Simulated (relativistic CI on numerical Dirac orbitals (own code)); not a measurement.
d1 to d9 in one octahedral field

Computed with a parametric ligand-field model without spin-orbit coupling, by exact diagonalisation: B = 520, C = 2080, 10Dq = 27200 cm⁻¹ (Oh; |10Dq|/B = 52.3) for every shell. Energies in cm⁻¹; the field energy is (0.6 n_e − 0.4 n_t2) × 10Dq of the ground term; g labels are left out. So small a B with so large a field is typical of 4d and 5d ions, where spin-orbit coupling, left out here, reaches 1,000 to 4,000 cm⁻¹.

```
Shell  Ground term  Electrons in e  Field energy  First spin-allowed bands  Lowest term of other spin
   d1          2T2           0.000        -10880                  2E 27200                           
   d2          3T1           0.009        -21507      3T2 25942, 3T1 32485                   1T2 7461
   d3          4A2           0.000        -32640      4T2 27200, 4T1 33016                   2E 10352
   d4          3T1           0.014        -43132       3E 25161, 3T1 25670                   1T2 6366
   d5          2T2           0.027        -53658      2A2 24396, 2T1 24584                  4T1 17088
   d6          1A1           0.020        -64725      1T1 25665, 1T2 33097                  3T1 21261
   d7           2E           1.014        -48590      2T1 25545, 2T2 26055                  4T1 16967
   d8          3A2           2.000        -32640      3T2 27200, 3T1 33016                    1E 8261
   d9           2E           3.000        -16320                 2T2 27200
```

Low spin: d4, d5, d6, d7; the other shells keep the spin of the free ion. Only d4 to d7 can choose; the field needed to pair spins is smallest for d6 and largest for d5, which loses most exchange energy. In the strong-field picture 10Dq must exceed about 6B + 5C = 13520 (d4), 7.5B + 5C = 14300 (d5), 2.5B + 4C = 9620 (d6) and 4B + 4C = 10400 (d7); mixing of terms shifts these bounds somewhat.
